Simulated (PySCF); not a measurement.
chloro(silylmethyl)silane (CH7ClSi2), SMILES [SiH3]C[SiH2]Cl.

Coordinates come from a PBE-D3(BJ)/def2-SVP optimisation. The values are those of a single conformer.

Computed with PySCF with PBE-D3(BJ)/def2-SVP.

Frequencies are harmonic and unscaled.

```csv
mode,ν (cm⁻¹),IR (km/mol),moving atoms (share of kinetic energy)
1,47,0.4,"H 37 %, Si 30 %, Cl 26 %"
2,123,0.7,"H 42 %, Si 27 %, Cl 26 %"
3,127,0.1,"H 68 %, C 18 %, Si 14 %"
4,236,2.7,"Si 40 %, H 29 %, C 20 %, Cl 11 %"
5,461,5.2,H 87 %
6,509,27.4,"Si 44 %, Cl 32 %, H 13 %, C 11 %"
7,529,3.2,"H 80 %, Si 16 %"
8,552,7.3,"H 48 %, Si 35 %, Cl 9 %, C 8 %"
9,654,19.7,"H 80 %, C 11 %"
10,676,15.5,"H 75 %, C 18 %"
11,744,53.0,"H 40 %, C 38 %, Si 22 %"
12,773,84.1,"H 58 %, C 29 %, Si 13 %"
13,843,254.4,"H 84 %, Si 9 %"
14,897,215.9,"H 89 %, Si 9 %"
15,911,58.6,H 97 %
16,917,14.3,H 97 %
17,922,50.2,H 95 %
18,990,15.1,H 94 %
19,1039,59.7,"H 60 %, C 37 %"
20,1323,7.8,H 92 %
21,2160,110.5,H 98 %
22,2167,71.4,H 96 %
23,2172,89.2,H 98 %
24,2180,117.5,H 96 %
25,2189,82.3,H 96 %
26,2982,0.3,H 95 %
27,3051,0.0,"H 91 %, C 9 %"
```
